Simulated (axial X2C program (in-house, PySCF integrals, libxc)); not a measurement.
## Low determinants of CoSi⁻ at the PBE0 level, 2c

All values were computed with an axial X2C code built on PySCF integrals. Two-component (2c) means X2C with spin–orbit coupling and atomic mean-field two-electron Coulomb and Gaunt terms. Basis: Co dyall-acv3z [10s11p7d4f2g], Si dyall-av3z [9s8p3d2f] (cores contracted in-house); Gaussian nuclei, density fitting, unrestricted open shells. Masses: Co 58.933 u, Si 27.977 u.

Search at 2.270 Å (vertical energies from the lowest determinant):

| ΔE (eV) | state | electrons beyond evenly filled partner blocks | electrons in ±ω = 1/2, 3/2, 5/2, 7/2 |
| --- | --- | --- | --- |
| 0.00 | Ω = 3 | ω = 1/2, ω = 5/2 | 31 10 1 0 |
| 0.17 | Ω = 3 | 2 × ω = 3/2 | 30 10 2 0 |
| 0.23 | Ω = 1 | ω = -3/2, ω = 5/2 | 30 11 1 0 |
| 0.25 | Ω = 2 | 2 × ω = 1/2, ω = -3/2, ω = 5/2 | 30 11 1 0 |
| 0.29 | Ω = 1 | ω = -1/2, ω = 3/2 | 31 9 2 0 |
| 0.35 | Ω = 2 | ω = -1/2, ω = 5/2 | 31 10 1 0 |
| 0.36 | Ω = 2 | 2 × ω = -1/2, 2 × ω = 3/2 | 30 10 2 0 |

Lowest determinant, Ω = 3 (⟨Sz⟩ = 0.00, ⟨Lz⟩ = 3.00 at PBE0): Re = 2.215 Å, ωe = 323.5 cm⁻¹.

The determinant in row 2 of the search, Ω = 3 (⟨Sz⟩ = 0.00, ⟨Lz⟩ = 3.00 at PBE0), was followed along the bond at PBE0; measured from the minimum of the lowest determinant it gives:

Te = 0.166 eV (1342 cm⁻¹), Re = 2.214 Å, ωe = 323.7 cm⁻¹.

(1) Compare the bond of the determinant in row 2 with that of the lowest one.

The search compares states at one distance, so a state with another bond length can lie lower; it is not exhaustive and yields mostly the lowest determinant of each block pattern, so other components and higher states of one pattern are missing. These are energies of single determinants, not of spin-adapted states; PBE0 term energies can be off by some tenths of an eV, and the functional has no current term. Open-shell Ω = 0 determinants with evenly filled partner blocks cannot be reached by this program, so the Ω shown need not be the lowest component. The lowest determinant need not be the ground state where others lie within half an eV. For an anion, determinants above electron detachment are held by the basis set. The highest occupied level of some functionals is positive through self-interaction error; at Hartree–Fock it is bound. Row 1 has a positive highest level at its minimum. Row 2 has a positive highest level at its minimum.

Results:

(1) At PBE0 its Re is 0.001 Å shorter and its force constant, which goes as ωe², is 1.00 times that of the lowest determinant. This determinant mixes spin states, so it has no term energy of its own.
